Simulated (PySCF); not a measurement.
**How the method moves the HOMO and LUMO of `[H]/N=C\C#CB(F)F`**

Compound: C3H2BF2N.
Geometry (PBE0-D3(BJ)/def2-SVP, Å), atoms numbered from 1 in this order:
```xyz
9
C3H2BF2N angstrom
N      2.5388   -0.8139    0.5345
C      1.6560    0.0492    0.8429
C      0.3395    0.1413    0.2822
C     -0.7786    0.2110   -0.2012
B     -2.1788    0.3147   -0.7959
F     -3.2049   -0.2648   -0.2149
F     -2.3962    0.9900   -1.9018
H      2.1798   -1.4497   -0.1869
H      1.9002    0.8047    1.6077
```

Basis pcSseg-2 throughout (PySCF), one geometry. Geometry: PBE0-D3(BJ)/def2-SVP; no solvent, vibrations or thermal averaging.

Task: How do the orbital energies, the gap and the dipole change with the method?

Result: 
```tsv
method	kind	HOMO (eV)	LUMO (eV)	gap (eV)	μ (D)	SCF cycles
BLYP	GGA	-6.92	-2.93	3.99	0.36	17
B97-D	GGA	-7.05	-2.97	4.07	0.36	17
KT3	GGA	-7.26	-3.03	4.24	0.29	18
PBE0	global hybrid	-8.63	-2.13	6.50	0.33	15
BHandHLYP	global hybrid	-9.64	-1.02	8.63	0.37	14
CAM-B3LYP	range-separated hybrid	-9.95	-0.97	8.98	0.39	14
HF	Hartree–Fock	-11.13	1.74	12.87	0.42	13
```

The HOMO spans 4.21 eV, from BLYP down to HF, and the gap runs from 3.99 eV (BLYP) to 12.87 eV (HF). Over the methods BLYP (0 %), B97-D (0 %), KT3 (0 %), PBE0 (25 %), BHandHLYP (50 %), HF (100 %), a straight line through the gap against the share of exact exchange rises by 0.88 eV for each 10 % (correlation coefficient 0.999). The dipole ranges from 0.29 D (KT3) to 0.42 D (HF). This basis has no diffuse functions.
